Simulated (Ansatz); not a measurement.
## Worked example: the enthalpy of formation of C2H4Br2 (SMILES BrCCBr)

C2H4Br2: 8 atoms, total charge 0, spin state singlet. As SMILES, `BrCCBr`. The coordinates come from a PBE0-D4/def2-TZVP relaxation. This is a higher conformer, about 8 kJ/mol above the lowest found by a separate search.

```xyz
8

Br   -2.1369    0.2027   -0.6708
C    -0.4545    0.6025    0.2044
C     0.6385   -0.3588   -0.1614
Br    0.3474   -2.1392    0.5468
H    -0.1821    1.6074   -0.1199
H    -0.6540    0.6061    1.2737
H     0.7437   -0.4666   -1.2386
H     1.5827   -0.0196    0.2658
```

Total energies at HF/6-31G* (spherical functions) (Ansatz 0.2.0); the atoms run unrestricted:

```tsv
species	state	energy (Eh)
C2H4Br2	singlet	-5222.265884
Br	doublet	-2572.083809
C	triplet	-37.680577
H	doublet	-0.498233
```

Harmonic wavenumbers at PBE/def2-SVP, in cm⁻¹: 78, 225, 350, 546, 578, 809, 876, 1013, 1074, 1146, 1213, 1251, 1379, 1387, 3011, 3018, 3086, 3098.

Measured heats of formation of the gaseous atoms at 298.15 K, in kJ/mol: Br 111.9, C 716.9, H 218.0. Spin-orbit lowering of the atoms at 298 K (mean of the ground term's levels less their thermal mean, from spectra), in kJ/mol: Br 14.69, C 0.02. Take 1 Eh = 2625.50 kJ/mol, 1 cm⁻¹ = 0.0119627 kJ/mol, RT = 2.479 kJ/mol.

Problem. Work out the heat of formation of the gas at 298 K.

Solution. 
1. Electronic atomisation energy: 2 × (-2572.083809) + 2 × (-37.680577) + 4 × (-0.498233) − (-5222.265884) = 0.744180 Eh = 1953.8 kJ/mol.
2. Zero-point energy: half the sum of the wavenumbers, 12069 cm⁻¹ = 144.4 kJ/mol.
3. Thermal vibrational enthalpy, Σ hcν̃/(exp(hcν̃/kT) − 1): 6.0 kJ/mol. Translation, rotation and pV of a non-linear molecule: 4 RT = 9.9 kJ/mol.
4. The 8 free atoms carry 5/2 RT each: 49.6 kJ/mol.
5. Spin-orbit coupling lowers the free atoms by 2 × 14.69 + 2 × 0.02 = 29.4 kJ/mol.
6. Atomisation enthalpy at 298 K: 1953.8 − 29.4 − 144.4 − 6.0 − 9.9 + 49.6 = 1813.7 kJ/mol.
7. Sum of the atoms' heats of formation: 2529.6 kJ/mol. Heat of formation: 2529.6 − 1813.7 = +715.9 kJ/mol.

No measured value is set beside it here. Hartree–Fock leaves out correlation, which is larger in the molecule than in the atoms, so it underbinds and puts the heat of formation too high. Relativity is left out. Anharmonicity and any spin-orbit splitting of the molecule are left out.
